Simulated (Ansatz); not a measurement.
Consider the formal exchange of groups at the Si–Si bond: `O[SiH2][SiH](S)Cl` + `CSC` → `CS[SiH2]O` + `C[SiH](S)Cl`.

Isolated molecules relaxed with PBE0-D4/def2-TZVP in Ansatz; ΔE leaves out vibrations. CCSD(T)/CBS is the MP2 limit (def2-TZVPP, def2-QZVPP) plus CCSD(T) − MP2 in def2-TZVPP, frozen cores. Functionals use def2-TZVPP. B3LYP here is the variant with VWN-RPA as its local correlation; programs differ in this. Each species was taken in one conformer, which may not be the lowest.

| level | ΔE (kJ/mol) | difference from CCSD(T)/CBS |
| --- | --- | --- |
| PBE-D4 | -114.3 | 14.9 |
| r2SCAN-D4 | -128.0 | 1.2 |
| PBE0-D4 | -120.4 | 8.8 |
| B3LYP-D4 | -122.2 | 7.0 |
| ωB97X-V | -124.9 | 4.3 |
| ωB97M-V | -133.0 | -3.8 |
| B2PLYP | -129.0 | 0.2 |
| PBE | -115.1 | 14.1 |
| B3LYP | -123.4 | 5.8 |
| HF/def2-TZVPP | -132.8 | -3.6 |
| MP2/def2-TZVPP | -137.9 | -8.7 |
| CCSD(T)/def2-TZVPP | -129.2 | 0.0 |
| HF/def2-QZVPP | -132.9 | -3.7 |
| MP2/def2-QZVPP | -137.9 | -8.7 |
| HF/CBS(def2) | -133.0 | -3.8 |
| CCSD/CBS(def2) | -129.8 | -0.6 |
| CCSD(T)/CBS | -129.2 | 0 |

Largest T1 diagnostic among the species: 0.012.

From PBE to PBE0 (25 % exact exchange), in def2-TZVPP and without D4, ΔE moves by −6.2 kJ/mol.
